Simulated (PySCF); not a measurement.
# How methods differ on the ionisation energy of Ne⁺

Ne⁺ [He] 2s2 2p5 (2P) → Ne²⁺ [He] 2s2 2p4 (3P), as a difference of total energies. Calculation: PySCF 2.14, in dyall-av3z (15s9p3d2f, 71 functions); the spin-free X2C one-electron Hamiltonian (Gaussian nucleus). Correlated levels: valence: 1s2 frozen; virtual orbitals above 40 to 60 times the deepest correlated orbital energy dropped. The calculations carry no spin-orbit coupling.

```json
{"method": "UHF", "ionisation energy (eV)": "39.254", "error (eV)": "-1.709"}
{"method": "MP2 (valence)", "ionisation energy (eV)": "40.777", "error (eV)": "-0.186"}
{"method": "SCS-MP2 (valence)", "ionisation energy (eV)": "40.774", "error (eV)": "-0.189"}
{"method": "CCSD (valence)", "ionisation energy (eV)": "40.706", "error (eV)": "-0.257"}
{"method": "CCSD(T) (valence)", "ionisation energy (eV)": "40.741", "error (eV)": "-0.222"}
```

Reference: 40.963 eV (measured; NIST Atomic Spectra Database, ionization energies).

Errors of the correlated levels include the incompleteness of this basis and the frozen core.
